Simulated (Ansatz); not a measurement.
Molecule: (2-methylpropan-2-yl)oxyboronic acid, C4H11BO3 (charge 0, singlet). 
Geometry from a B3LYP-D3(BJ)/def2-TZVP (Ansatz, a program for electronic structure) optimisation:
```xyz
19

C     -1.2499     0.9599    -1.0971
C     -1.0531    -0.1174    -0.0327
C     -1.2686     0.4381     1.3733
C     -1.9830    -1.2984    -0.2892
O      0.2820    -0.6722    -0.1398
B      1.4611    -0.0111     0.0087
O      2.6369    -0.7123    -0.1305
O      1.5348     1.3301     0.2925
H     -2.2794     1.3213    -1.0773
H     -1.0511     0.5493    -2.0883
H     -0.5837     1.8035    -0.9263
H     -1.0828    -0.3387     2.1167
H     -2.2988     0.7799     1.4866
H     -0.6025     1.2768     1.5679
H     -3.0259    -0.9838    -0.2306
H     -1.8006    -1.7159    -1.2801
H     -1.8136    -2.0814     0.4508
H      2.4826    -1.6411    -0.3279
H      2.4474     1.6277     0.3622
```

Dipole moments at this geometry, in debye (magnitudes).

```
level                 program  dipole (D)
--------------------  -------  ----------
SVWN5/def2-TZVPD       Ansatz        0.58
PBE/def2-TZVPD         Ansatz        0.57
BLYP/def2-TZVPD        Ansatz        0.59
r2SCAN/def2-TZVPD      Ansatz        0.57
B97M-V/def2-TZVPD      Ansatz        0.55
B3LYP/def2-TZVPD       Ansatz        0.61
BHLYP/def2-TZVPD       Ansatz        0.64
r2SCANh/def2-TZVPD     Ansatz        0.58
r2SCAN0/def2-TZVPD     Ansatz        0.60
CAM-B3LYP/def2-TZVPD   Ansatz        0.64
LC-wPBE/def2-TZVPD     Ansatz        0.64
wB97M-V/def2-TZVPD     Ansatz        0.60
CCSD(T)/aug-cc-pVDZ    Ansatz        0.60
```
